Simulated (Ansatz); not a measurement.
Al4P3⁺ (the lowest singlet isomer of a short search), 7 atoms. Hardware: 4 threads of Arm Neoverse V2 on a shared host.

Correlated methods freeze 35 core orbitals.

How many basis functions does each of these Ansatz runs have, and roughly what does it cost? B3LYP-D4/def2-TZVP, charge 1 singlet, energy, from earlier orbitals; r2SCAN-D4/def2-TZVP, charge 1 singlet, energy, from earlier orbitals; r2SCAN0-D4/def2-TZVP, charge 1 singlet, energy, from earlier orbitals; CCSD(T)/def2-TZVPP, charge 1 singlet, energy, from earlier orbitals; ωB97M-V/def2-TZVP, charge 1 singlet, energy, from earlier orbitals; HF/STO-3G, charge 1 singlet, energy; PBE0-D4/def2-SVP, charge 1 singlet, energy, from earlier orbitals; PBE-D4/def2-TZVP, charge 1 singlet, energy and forces, from earlier orbitals; PBE-D4/def2-SVP, charge 1 singlet, energy, from earlier orbitals; PBE-D4/def2-SVP, charge 1 singlet, relaxation, 7 steps; MP2/def2-TZVP, charge 1 singlet, energy, from earlier orbitals; PBE0-D4/def2-TZVP, charge 1 singlet, energy, from earlier orbitals.

Other jobs shared the machine, so times can vary by a factor of up to 3. A dash marks memory too small to be measured apart from the calling script's.

```json
{"run": "HF/STO-3G, charge 1 singlet, energy", "functions": "63", "fitting or Cholesky vectors": "685", "wall time": "0.25 s", "peak host memory (GiB)": "–"}
{"run": "PBE-D4/def2-SVP, charge 1 singlet, energy, from earlier orbitals", "functions": "126", "fitting or Cholesky vectors": "1393", "wall time": "1.6 s", "peak host memory (GiB)": "–"}
{"run": "PBE0-D4/def2-SVP, charge 1 singlet, energy, from earlier orbitals", "functions": "126", "fitting or Cholesky vectors": "1106", "wall time": "2.2 s", "peak host memory (GiB)": "–"}
{"run": "PBE-D4/def2-TZVP, charge 1 singlet, energy and forces, from earlier orbitals", "functions": "259", "fitting or Cholesky vectors": "1846", "wall time": "4.5 s", "peak host memory (GiB)": "–"}
{"run": "MP2/def2-TZVP, charge 1 singlet, energy, from earlier orbitals", "functions": "259", "fitting or Cholesky vectors": "1580", "wall time": "6 s", "peak host memory (GiB)": "0.8"}
{"run": "B3LYP-D4/def2-TZVP, charge 1 singlet, energy, from earlier orbitals", "functions": "259", "fitting or Cholesky vectors": "1882", "wall time": "7.5 s", "peak host memory (GiB)": "1.1"}
{"run": "PBE0-D4/def2-TZVP, charge 1 singlet, energy, from earlier orbitals", "functions": "259", "fitting or Cholesky vectors": "1962", "wall time": "8.5 s", "peak host memory (GiB)": "1.2"}
{"run": "PBE-D4/def2-SVP, charge 1 singlet, relaxation, 7 steps", "functions": "126", "fitting or Cholesky vectors": "1393", "wall time": "9.5 s", "peak host memory (GiB)": "–"}
{"run": "r2SCAN-D4/def2-TZVP, charge 1 singlet, energy, from earlier orbitals", "functions": "259", "fitting or Cholesky vectors": "1846", "wall time": "10 s", "peak host memory (GiB)": "0.55"}
{"run": "r2SCAN0-D4/def2-TZVP, charge 1 singlet, energy, from earlier orbitals", "functions": "259", "fitting or Cholesky vectors": "1962", "wall time": "12 s", "peak host memory (GiB)": "1.2"}
{"run": "ωB97M-V/def2-TZVP, charge 1 singlet, energy, from earlier orbitals", "functions": "259", "fitting or Cholesky vectors": "1846", "wall time": "18 s", "peak host memory (GiB)": "1.4"}
{"run": "CCSD(T)/def2-TZVPP, charge 1 singlet, energy, from earlier orbitals", "functions": "294", "fitting or Cholesky vectors": "1800", "wall time": "11 min", "peak host memory (GiB)": "3"}
```
